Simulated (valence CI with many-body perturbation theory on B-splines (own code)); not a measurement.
Values are calculated unless marked as measured or tabulated.
# Cl¹⁰⁺: magnetic and hyperfine properties of the levels

Level of theory: configuration interaction combined with many-body perturbation theory (CI+MBPT): five valence electrons over a frozen Dirac-Fock core [He], a basis of 11 s, 11 p, 10 d, 8 f, 5 g, 2 h functions for each j, with the one-electron correlation potential Σ1, the two-electron term Σ2, the three-electron term Σ3, Breit, model QED; selected CI, second order for the rest, scaled by the run's own slope (own B-spline code, finite nucleus).

No measured levels were compared; by estimate levels of excited configurations hold to 0.05 to 0.15 % of their energy, terms of the ground configuration to about 0.5 %. Among the levels kept, up to 4800 cm⁻¹ of a level comes from second order outside the variational space, and about a tenth of that is noise between levels of different J, which matters for small intervals.

A/g_I is the dipole constant over the nuclear g factor μ/I (μ in nuclear magnetons, uniformly magnetised nucleus), B/Q the quadrupole constant per barn. Both hold the static response of the core; the bare values leave it out. Large factors of s and p1/2 electrons are usually good to 5 to 10 %; those of open d and f shells near neutrality can be off by tens of per cent, and small factors of p3/2, d and f electrons come from cancelling terms and can be off by a factor of two or in sign, in half-filled shells by more. B is blank for J = 1/2, where it vanishes, and for nearly pure S terms. Energies count from the lowest level.

Letters in brackets count levels of one name in rising energy.

```
               Level  E (eV)      g  A/g_I (MHz)  A/g_I bare  B/Q (MHz/b)  B/Q bare
      2s²2p³ ⁴S°_3/2    0.00  1.997         67.4        1710                       
      2s²2p³ ²D°_3/2   11.04  0.826         7150        6950         6620      6670
      2s²2p³ ²D°_5/2   11.29  1.199        11600       11900         -168      -169
      2s²2p³ ²P°_1/2   17.16  0.664        32700       31900                       
      2s²2p³ ²P°_3/2   17.54  1.309         6390        6930        -6790     -6840
        2s2p⁴ ⁴P_5/2   51.09  1.599        26900       26900        11300     11400
        2s2p⁴ ⁴P_3/2   52.24  1.733        24900       25000        -9030     -9100
        2s2p⁴ ⁴P_1/2   52.82  2.667        53300       53400                       
        2s2p⁴ ²D_3/2   70.34  0.800        -8070       -7170       -15900    -16000
        2s2p⁴ ²D_5/2   70.38  1.200        31600       30700       -22800    -22900
        2s2p⁴ ²S_1/2   82.13  1.943       104000       99900                       
        2s2p⁴ ²P_3/2   85.75  1.331        -3050       -1600        11200     11300
        2s2p⁴ ²P_1/2   87.24  0.724        23900       22200                       
         2p⁵ ²P°_3/2  133.76  1.333         5160        6130       -10900    -11000
         2p⁵ ²P°_1/2  135.62  0.664        32800       31600                       
     2s²2p²3s ⁴P_1/2  305.14  2.636        14000       14900                       
     2s²2p²3s ⁴P_3/2  305.92  1.728         6710        7300         9360      9430
     2s²2p²3s ⁴P_5/2  306.94  1.595        12100       12600       -11700    -11700
     2s²2p²3s ²P_1/2  308.64  0.700         3590        3300                       
     2s²2p²3s ²P_3/2  309.86  1.321         7400        8320       -11000    -11100
     2s²2p²3s ²D_5/2  315.23  1.205        14800       14600        23400     23600
     2s²2p²3s ²D_3/2  315.30  0.815         8330        8550        15900     16000
    2s²2p²3p ²S°_1/2  318.32  1.927        -23.1        2000                       
    2s²2p²3p ⁴D°_1/2  319.38  0.112         7620        6600                       
    2s²2p²3p ⁴D°_3/2  319.77  1.228         3190        3490         3270      3290
    2s²2p²3p ⁴D°_5/2  320.50  1.381         2850        3350         3230      3260
    2s²2p²3p ⁴P°_1/2  321.29  2.605        -5950       -3900                       
    2s²2p²3p ⁴P°_3/2  321.37  1.664         4680        5510        -6340     -6380
    2s²2p²3p ⁴D°_7/2  321.43  1.425         5600        6130        -8840     -8910
    2s²2p²3p ⁴P°_5/2  321.98  1.541         5330        6040        -2010     -2020
2s²2p²3p ²D°_3/2 [a]  322.97  0.848        10800       10500        -4310     -4350
     2s²2p²3s ²S_1/2  324.25  2.000        26800       25900                       
2s²2p²3p ²D°_5/2 [a]  324.32  1.240         6830        7200        -3300     -3330
    2s²2p²3p ⁴S°_3/2  324.37  1.980         5820        7000                       
2s²2p²3p ²P°_3/2 [a]  325.69  1.336         6700        7290         4060      4090
2s²2p²3p ²P°_1/2 [a]  325.75  0.686        11000       10600                       
    2s²2p²3p ²F°_5/2  329.97  0.867        10400       10300        20900     21000
    2s²2p²3p ²F°_7/2  330.33  1.146         7370        7450        26300     26500
     2s2p³3s ⁶S°_5/2  330.81  2.000        27300       27600                       
2s²2p²3p ²D°_3/2 [b]  332.90  0.837         8160        8080         8700      8770
```

Take the isotope of mass number 37, with I = 3/2, μ = 0.684 μN and Q = -0.0644 b. What is the hyperfine structure of 2s2p⁴ ⁴P_1/2?

From the table A = 24300 MHz. Shifts from the centre of gravity in MHz: F = 1: -30400, F = 2: 18200.
